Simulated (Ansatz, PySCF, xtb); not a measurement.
Barrier from R1 to the saddle point P1, each structure at its B3LYP-D3(BJ)/def2-TZVP stationary point, reached from a drawn start; harmonic modes at that level show the others as minima.
R1, NH3 (SMILES N) (charge 0, multiplicity 1):
```csv
atom,x (Å),y (Å),z (Å)
N,0.0000,0.0000,0.2791
H,0.9428,0.0000,-0.0931
H,-0.4714,0.8165,-0.0931
H,-0.4714,-0.8165,-0.0931
```
P1, H3N, a first-order saddle point (one imaginary mode, 800i cm⁻¹) (charge 0, multiplicity 1):
```xyz
4

N      0.0000     0.0000     0.0000
H      0.9974     0.0000     0.0000
H     -0.4987     0.8638     0.0000
H     -0.4987    -0.8638     0.0000
```

```json
[
 {"level": "GFN2-xTB", "barrier height (kJ/mol)": "25.7", "minus CCSD(T)/CBS(cc-pVTZ, cc-pVQZ)": "2.4"},
 {"level": "HF/cc-pVDZ", "barrier height (kJ/mol)": "29.7", "minus CCSD(T)/CBS(cc-pVTZ, cc-pVQZ)": "6.4"},
 {"level": "HF/cc-pVQZ", "barrier height (kJ/mol)": "20.9", "minus CCSD(T)/CBS(cc-pVTZ, cc-pVQZ)": "-2.4"},
 {"level": "PBE-D3(BJ)/def2-TZVPP", "barrier height (kJ/mol)": "21.7", "minus CCSD(T)/CBS(cc-pVTZ, cc-pVQZ)": "-1.6"},
 {"level": "PBE-D4/def2-TZVPP", "barrier height (kJ/mol)": "21.7", "minus CCSD(T)/CBS(cc-pVTZ, cc-pVQZ)": "-1.6"},
 {"level": "BLYP-D3(BJ)/def2-TZVPP", "barrier height (kJ/mol)": "21.3", "minus CCSD(T)/CBS(cc-pVTZ, cc-pVQZ)": "-2.0"},
 {"level": "revPBE/def2-TZVPP", "barrier height (kJ/mol)": "23.2", "minus CCSD(T)/CBS(cc-pVTZ, cc-pVQZ)": "-0.1"},
 {"level": "r2SCAN-D3(BJ)/def2-TZVPP", "barrier height (kJ/mol)": "21.6", "minus CCSD(T)/CBS(cc-pVTZ, cc-pVQZ)": "-1.7"},
 {"level": "B97M-V/def2-TZVPP", "barrier height (kJ/mol)": "25.7", "minus CCSD(T)/CBS(cc-pVTZ, cc-pVQZ)": "2.4"},
 {"level": "B3LYP/def2-TZVPP", "barrier height (kJ/mol)": "20.0", "minus CCSD(T)/CBS(cc-pVTZ, cc-pVQZ)": "-3.3"},
 {"level": "PBE0-D3(BJ)/def2-TZVPP", "barrier height (kJ/mol)": "20.5", "minus CCSD(T)/CBS(cc-pVTZ, cc-pVQZ)": "-2.8"},
 {"level": "BHLYP/def2-TZVPP", "barrier height (kJ/mol)": "19.1", "minus CCSD(T)/CBS(cc-pVTZ, cc-pVQZ)": "-4.2"},
 {"level": "BHLYP-D4/def2-TZVPP", "barrier height (kJ/mol)": "19.2", "minus CCSD(T)/CBS(cc-pVTZ, cc-pVQZ)": "-4.2"},
 {"level": "CAM-B3LYP-D3(BJ)/def2-TZVPP", "barrier height (kJ/mol)": "18.0", "minus CCSD(T)/CBS(cc-pVTZ, cc-pVQZ)": "-5.4"},
 {"level": "B2PLYP-D4/def2-TZVPP", "barrier height (kJ/mol)": "21.2", "minus CCSD(T)/CBS(cc-pVTZ, cc-pVQZ)": "-2.2"},
 {"level": "MP2/cc-pVDZ", "barrier height (kJ/mol)": "32.8", "minus CCSD(T)/CBS(cc-pVTZ, cc-pVQZ)": "9.5"},
 {"level": "MP2/CBS(cc-pVTZ, cc-pVQZ)", "barrier height (kJ/mol)": "21.7", "minus CCSD(T)/CBS(cc-pVTZ, cc-pVQZ)": "-1.6"},
 {"level": "SCS-MP2/cc-pVTZ", "barrier height (kJ/mol)": "25.6", "minus CCSD(T)/CBS(cc-pVTZ, cc-pVQZ)": "2.3"},
 {"level": "CCSD(T)/cc-pVDZ", "barrier height (kJ/mol)": "35.0", "minus CCSD(T)/CBS(cc-pVTZ, cc-pVQZ)": "11.7"},
 {"level": "CCSD(T)/CBS(cc-pVTZ, cc-pVQZ)", "barrier height (kJ/mol)": "23.3", "minus CCSD(T)/CBS(cc-pVTZ, cc-pVQZ)": "0.0"}
]
```

 The comparison column counts from a level with limits of its own.

P less R. No zero-point or thermal terms. No path was followed down from the saddle.

Frozen-core correlation throughout. CBS(a, b) extrapolates the correlation energy as X⁻³ and adds the Hartree–Fock energy of set b.

Run with Ansatz (Gaussian basis) for Hartree–Fock, density functionals and correlated methods; PySCF for the D3/D4 terms; xtb for the GFN methods. Each number belongs to the level named beside it.

Ansatz is an electronic-structure program.
